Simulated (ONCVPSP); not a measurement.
**Ta: one change to an ONCV potential, before and after**

- Element: Ta
- Generator: ONCVPSP 4.0.1
- Type: optimised norm-conserving Vanderbilt (ONCV)
- Functional: LDA (Perdew-Zunger)
- Relativity: fully relativistic
- Frozen core: [Xe] 4f14
- Valence charge: 5
- Reference configuration: 5d3 6s2
- Partial waves: 6s: rc 2.80 bohr, ncon 3, nbas 7, qcut 2.6 1/bohr, 2 projectors, debl 3.2 Ha; p scattering state at 0.31 Ha: rc 2.90 bohr, ncon 4, nbas 7, qcut 2.3 1/bohr, 2 projectors, debl 0.7 Ha; 5d: rc 2.25 bohr, ncon 5, nbas 9, qcut 5.5 1/bohr, 2 projectors, debl 2.5 Ha
- Local potential: polynomial inside 1.75 bohr (lpopt 5, dvloc0 0 Ha)
- Core correction: Teter function, fcfact 3, rcfact 1.6

Open shells are filled in proportion to 2j + 1.

In the p channel the program set the typed energies aside and used 0.050, 0.750 Ha (j = l + 1/2; the other j can differ).

Change: all radii but the core radius scaled by about 1.25 (s 3.50, p 3.62, d 2.82 bohr); local potential polynomial inside 2.18 bohr (lpopt 5, dvloc0 0 Ha).

Cutoffs: the cutoffs (Ha) at which the residual kinetic energy of the hardest occupied pseudo-wave falls to 1 and 0.1 mHa per electron; they do not see the model core or the augmentation charge, which bear on the density cutoff. Errors are all-electron minus pseudo energies relative to the spin-unpolarised reference configuration.

Task: How do hardness, ghosts and transferability respond?

Result: The potential gets softer (12 Ha and 15 Ha → 11 Ha and 13 Ha); the lowest positive-energy flag moves from p3/2 at 16.8 eV to p3/2 at 38.6 eV; the number of tests with a reliable result goes from 3 to 4; of the 3 tests that both files solve, the error grows in 2 and shrinks in 0 by more than 15 % and 0.3 meV (median size 29.1 → 29.7 meV); neither file shows a bound ghost. A larger radius leaves more room for a smooth pseudo-wave, so fewer plane waves are needed.

| quantity | base | changed |
| --- | --- | --- |
| cutoff, loose | 12 Ha | 11 Ha |
| cutoff, tight | 15 Ha | 13 Ha |
| loose cutoff by channel | s 2.8 Ha, d 12 Ha | s 2.3 Ha, d 11 Ha |
| bound ghosts | none | none |
| GHOST(+) flags under 300 eV | p3/2 at 16.8 eV, s at 22.8 eV, p1/2 at 24.1 eV | p3/2 at 38.6 eV, p1/2 at 44.0 eV, s at 61.2 eV |
| tests with a reliable result | 3 of 4 | 4 of 4 |
| error for 5d3 6s1, meV [ΔE 8.70 eV] | -29 | -30 |
| error for 5d3 6s0, meV [ΔE 24.01 eV] | -187 | -219 |
| error for 5d3 6s1 6p1, meV [ΔE 4.22 eV] | -6.9 | -12 |
| rms error of d²Exc/dni dnj with the model core, mHa | 4.45 | 4.48 |
